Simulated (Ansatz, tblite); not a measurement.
Cost and result up the ladder for GeHMe2Br (C₂H₇BrGe) (11 atoms). The state is a singlet with charge 0. Geometry: B3LYP-D4/def2-SVP.

```xyz
11

Ge   -0.173    0.650   -0.200
H     0.356    2.090   -0.032
C    -0.713   -0.132    1.511
H    -1.476    0.494    1.994
H     0.160   -0.210    2.179
H    -1.129   -1.137    1.348
C     1.089   -0.481   -1.180
H     1.322   -0.035   -2.158
H     0.652   -1.477   -1.339
H     2.022   -0.586   -0.603
Br   -2.111    0.825   -1.521
```

Ansatz on 4 threads of Arm Neoverse V2 on a shared host; xTB runs through tblite on one thread. Times are rough, summed over both states, and most runs start from the orbitals of an earlier one. PBE0-D4/def2-TZVP serves as the yardstick here, not as an exact answer. Differences are given only for rows in sets of like size (and for xTB, whose basis is part of the method), since another set adds its own error. The other state is a doublet.

The xTB rows come from tblite. Correlated methods freeze 20 core orbitals; core or outer-core shells of Ge, Br are correlated, in sets that lack core-valence functions. The rows differ in basis, and correlated rows in double-zeta sets carry the largest basis error. In CCSD on the charge 1 doublet the largest single amplitude is 0.20, so its Hartree–Fock determinant may place the open shell otherwise than the density functionals do. HOMO above LUMO, or a gap near zero within one spin, warns that the state may not be the lowest or that an electron is smeared out.

Correlated methods converge slowly with the basis, most of all in double-zeta sets.

Raw xTB energies of ions are shifted by several eV.

```
                            level  functions  vertical IE (eV)  difference from PBE0-D4/def2-TZVP (eV)                                     remarks
r2SCAN-D4/def2-TZVP (with forces)        200              9.80                                   -0.14                                           –
                         GFN2-xTB         33             14.08                                    4.14                                           –
                 CCSD(T)/def2-SVP        127              9.92                                       –                                           –
                PBE0-D4/def2-TZVP        200              9.94                                    0.00                                           –
                 PBE-D4/def2-TZVP        200              9.62                                   -0.33  gap within one spin near zero (+1 doublet)
                         GFN1-xTB         40             14.60                                    4.65                                           –
```

Estimate how long each takes.

GFN2-xTB 0.01 s; GFN1-xTB 0.012 s; PBE-D4/def2-TZVP 8.8 s; PBE0-D4/def2-TZVP 15 s; r2SCAN-D4/def2-TZVP (with forces) 20 s; CCSD(T)/def2-SVP 67 s. On shared hardware such times vary by a factor of up to 3.
